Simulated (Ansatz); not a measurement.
Relaxation of CH7AlOS (11 atoms, charge 0, multiplicity 1), to a largest force component of 0.03 eV/Å in at most 50 steps.

Method: RKS PBE/def2-SVP in Ansatz 0.2.0.

```xyz
11
Properties=species:S:1:pos:R:3:forces:R:3
Al -0.093 -0.742 0.013 -0.48 0.16 0.63
S 1.877 2.174 -0.488 -0.09 0.02 0.11
C -1.937 -0.133 -0.209 -0.01 -0.01 0.01
O 0.355 -1.385 1.553 -0.03 0.02 0.00
H 1.773 0.959 -1.105 0.05 -0.02 -0.08
H 0.957 -0.784 -1.126 0.53 -0.17 -0.66
H 2.787 1.680 0.396 0.00 0.01 0.00
H -1.979 0.929 -0.531 0.01 -0.01 0.00
H -2.470 -0.726 -0.983 0.02 0.00 0.00
H -2.505 -0.225 0.739 0.00 0.00 0.01
H 1.235 -1.747 1.741 0.01 -0.01 0.00
```

**Question.** Where does it end, and by what steps?

**Answer.** The forces met the threshold. After 24 steps the energy has fallen by 0.349 eV; H7 moved furthest, 1.55 Å. Joined: Al1–S2 (3.55 → 2.64 Å).

```json
{"step": "0", "energy less start (eV)": "0.0000", "largest force component (eV/Å)": "0.664", "accepted": "yes"}
{"step": "1", "energy less start (eV)": "-0.0750", "largest force component (eV/Å)": "0.396", "accepted": "yes"}
{"step": "2", "energy less start (eV)": "-0.1158", "largest force component (eV/Å)": "0.949", "accepted": "yes"}
{"step": "3", "energy less start (eV)": "-0.1816", "largest force component (eV/Å)": "0.642", "accepted": "yes"}
{"step": "4", "energy less start (eV)": "-0.2282", "largest force component (eV/Å)": "0.538", "accepted": "yes"}
{"step": "5", "energy less start (eV)": "-0.2400", "largest force component (eV/Å)": "0.807", "accepted": "yes"}
{"step": "6", "energy less start (eV)": "-0.2734", "largest force component (eV/Å)": "0.352", "accepted": "yes"}
{"step": "7", "energy less start (eV)": "-0.2872", "largest force component (eV/Å)": "0.245", "accepted": "yes"}
{"step": "8", "energy less start (eV)": "-0.2986", "largest force component (eV/Å)": "0.151", "accepted": "yes"}
{"step": "9", "energy less start (eV)": "-0.2392", "largest force component (eV/Å)": "1.090", "accepted": "no"}
{"step": "10", "energy less start (eV)": "-0.3086", "largest force component (eV/Å)": "0.091", "accepted": "yes"}
{"step": "11", "energy less start (eV)": "-0.3146", "largest force component (eV/Å)": "0.195", "accepted": "yes"}
{"step": "12", "energy less start (eV)": "-0.3198", "largest force component (eV/Å)": "0.394", "accepted": "yes"}
{"step": "13", "energy less start (eV)": "-0.3205", "largest force component (eV/Å)": "0.396", "accepted": "yes"}
{"step": "14", "energy less start (eV)": "-0.3321", "largest force component (eV/Å)": "0.369", "accepted": "yes"}
{"step": "15", "energy less start (eV)": "-0.3403", "largest force component (eV/Å)": "0.197", "accepted": "yes"}
{"step": "16", "energy less start (eV)": "-0.3461", "largest force component (eV/Å)": "0.046", "accepted": "yes"}
{"step": "17", "energy less start (eV)": "-0.3474", "largest force component (eV/Å)": "0.047", "accepted": "yes"}
{"step": "18", "energy less start (eV)": "-0.3485", "largest force component (eV/Å)": "0.049", "accepted": "yes"}
{"step": "19", "energy less start (eV)": "-0.3489", "largest force component (eV/Å)": "0.032", "accepted": "yes"}
{"step": "20", "energy less start (eV)": "-0.3493", "largest force component (eV/Å)": "0.033", "accepted": "yes"}
{"step": "21", "energy less start (eV)": "-0.3493", "largest force component (eV/Å)": "0.032", "accepted": "yes"}
{"step": "22", "energy less start (eV)": "-0.3494", "largest force component (eV/Å)": "0.042", "accepted": "yes"}
{"step": "23", "energy less start (eV)": "-0.3495", "largest force component (eV/Å)": "0.041", "accepted": "yes"}
{"step": "24", "energy less start (eV)": "-0.3495", "largest force component (eV/Å)": "0.030", "accepted": "yes"}
```

```xyz
11
Properties=species:S:1:pos:R:3
Al 0.058 -0.542 -0.282
S 1.359 1.754 -0.167
C -1.824 0.004 -0.206
O 0.866 -0.807 1.289
H 2.426 1.262 -0.857
H 0.739 -1.289 -1.534
H 1.572 0.859 0.893
H -2.142 0.543 -1.123
H -2.486 -0.883 -0.105
H -2.029 0.662 0.665
H 1.461 -1.563 1.428
```

Whether the end is a true minimum wasn't checked by a vibrational analysis.

Time of the run: 32 s on 2 threads of AMD EPYC 9R14 (Zen 4), on a shared host, peak memory 0.16 GiB.
